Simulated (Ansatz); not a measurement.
Ansatz (an electronic-structure program) input:
A basis named .json is the Basis Set Exchange file of that set.

Ansatz 0.2 input:
```yaml
crystal:
  periodic: [false, false, false]
  atoms:
    - {symbol: Si, position_ang: [0.01124788, -0.00359113, -0.00247247]}
    - {symbol: O, position_ang: [1.51759205, -0.48452443, -0.33359132]}
    - {symbol: F, position_ang: [-0.60554121, -0.36198098, 1.34622113]}
    - {symbol: F, position_ang: [-0.76092620, 0.79825557, -1.04584945]}
basis:
  gaussian:
    orbitals: aug-cc-pV_D+d_Z.json
total_charge: 1
magnetization: {spin_polarized: true, initial_magnetization: 1}
correlation: {method: ccsd_t, electrons: outside_noble_gas}
output: {forces: true}
```

**Question.** Predict the final energy.

**Answer.** -563.12746 Eh (CCSD(T)/aug-cc-pV(D+d)Z). The basis has 101 functions.
